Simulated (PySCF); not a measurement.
SMILES c1coc([SiH2]c2ccco2)c1 (C8H8O2Si) (GFN2-xTB optimised geometry):

```
19

C     -0.784    -2.355     0.000
C      0.578    -2.355     0.000
O      1.052    -1.103     0.000
C     -0.008    -0.259    -0.003
Si     0.324     1.584     0.039
C      1.717     1.931    -1.163
C      2.436     1.149    -2.029
C      3.362     1.998    -2.673
C      3.144     3.239    -2.157
O      2.160     3.210    -1.250
C     -1.163    -0.995     0.001
H     -1.429    -3.210    -0.001
H      1.293    -3.154    -0.001
H      0.725     2.008     1.388
H     -0.904     2.279    -0.365
H      2.315     0.096    -2.177
H      4.087     1.726    -3.413
H      3.610     4.186    -2.349
H     -2.160    -0.603     0.001
```

Level of theory: PBE0/def2-SVP (PySCF).

What are the frontier orbital energies and the dipole moment?

HOMO-2 -8.08 eV, HOMO-1 -6.74 eV, HOMO -6.59 eV, LUMO -0.24 eV, LUMO+1 0.13 eV; dipole moment 1.23 D.

On the same geometry PBE/def2-SVP (PySCF) gives HOMO-2 -6.81 eV, HOMO-1 -5.67 eV, HOMO -5.54 eV, LUMO -1.09 eV, LUMO+1 -0.79 eV; dipole moment 1.13 D.

Meta-Löwdin charges at PBE0/def2-SVP: C1 -0.17, C2 0.05, O3 -0.23, C4 -0.08, Si5 0.62, C6 -0.08, C7 -0.15, C8 -0.18, C9 0.05, O10 -0.23, C11 -0.15, H12 0.12, H13 0.13, H14 -0.10, H15 -0.10, H16 0.13, H17 0.12, H18 0.13, H19 0.12.
